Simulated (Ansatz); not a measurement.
Cost and result for the atomization energy of `OC([SiH3])[AsH2]` (11 atoms, 10 bonds).

```json
{"atom": "O1", "x (Å)": "0.452", "y (Å)": "1.256", "z (Å)": "-1.306"}
{"atom": "C2", "x (Å)": "0.588", "y (Å)": "0.293", "z (Å)": "-0.278"}
{"atom": "Si3", "x (Å)": "-0.771", "y (Å)": "0.589", "z (Å)": "0.994"}
{"atom": "As4", "x (Å)": "0.529", "y (Å)": "-1.554", "z (Å)": "-1.044"}
{"atom": "H5", "x (Å)": "1.152", "y (Å)": "1.130", "z (Å)": "-1.954"}
{"atom": "H6", "x (Å)": "1.567", "y (Å)": "0.363", "z (Å)": "0.218"}
{"atom": "H7", "x (Å)": "-2.096", "y (Å)": "0.399", "z (Å)": "0.353"}
{"atom": "H8", "x (Å)": "-0.599", "y (Å)": "-0.400", "z (Å)": "2.090"}
{"atom": "H9", "x (Å)": "-0.686", "y (Å)": "1.963", "z (Å)": "1.558"}
{"atom": "H10", "x (Å)": "-0.972", "y (Å)": "-1.771", "z (Å)": "-0.896"}
{"atom": "H11", "x (Å)": "0.835", "y (Å)": "-2.269", "z (Å)": "0.265"}
```

The species carries charge 0 and has multiplicity 1. Correlated methods include outer-core shells of As, which these sets cover unevenly. Scalar relativity is left out up to krypton. All single points use the PBE0-D4/def2-TZVP geometry. It is one conformer, not always the lowest. Program: Ansatz. All runs use 4 threads of an INTEL XEON PLATINUM 8581C on a shared host. Times are those of one run each, without the atoms' runs, and a repeat can differ threefold. Electronic energies, without spin–orbit coupling; frozen cores. CCSD(T)/CBS adds CCSD(T) − MP2 in def2-TZVPP to the MP2 limit, and its time is that of the two runs behind it. T1 = 0.012. With those shells the extrapolation isn't a true limit. B3LYP takes the VWN-RPA correlation (the form of Gaussian; ORCA's B3LYP/G).

CCSD(T)/CBS is a level of theory with its own doubt, some kJ/mol a heavy atom from the limit and from the frozen cores, so smaller differences don't rank the functionals.

```
                             level  functions  wall time  atomization (kcal/mol)  difference from CCSD(T)/CBS  per bond
   PBE-D4/def2-TZVPP (with forces)        250      1.7 s                   827.1                          6.2       0.6
                PBE0-D4/def2-TZVPP        250      2.3 s                   813.0                         -7.9      -0.8
r2SCAN-D4/def2-TZVPP (with forces)        250      2.8 s                   819.2                         -1.7      -0.2
 B3LYP-D4/def2-TZVPP (with forces)        250      3.5 s                   821.1                          0.2       0.0
                 B2PLYP/def2-TZVPP        250      3.7 s                   807.8                        -13.1      -1.3
                ωB97X-V/def2-TZVPP        250      4.8 s                   826.6                          5.7       0.6
  ωB97M-V/def2-TZVPP (with forces)        250        7 s                   820.6                         -0.3       0.0
                    MP2/def2-QZVPP        483       18 s                   812.1                         -8.8      -0.9
                CCSD(T)/def2-TZVPP        250       87 s                   798.4                        -22.5      -2.2
                 CCSD(T)/CBS(def2)          –      110 s                   820.9                          0.0       0.0
```

The D4 term adds +9.7 kcal/mol with B3LYP and +5.0 kcal/mol with PBE0; it sums over pairs of atoms, weighted by their polarisabilities, and B3LYP, whose exchange is more repulsive, gets the larger term. From PBE to PBE0 (25 % exact exchange), in def2-TZVPP and without D4, the atomization energy moves by −13.1 kcal/mol: exact exchange takes away binding that semilocal exchange gives to molecules. In def2-TZVPP, CCSD(T) changes the Hartree–Fock value by +226.0 kcal/mol (the triples alone add +11.8 kcal/mol) and MP2 by +226.4 kcal/mol; breaking electron pairs costs correlation energy, which Hartree–Fock lacks.
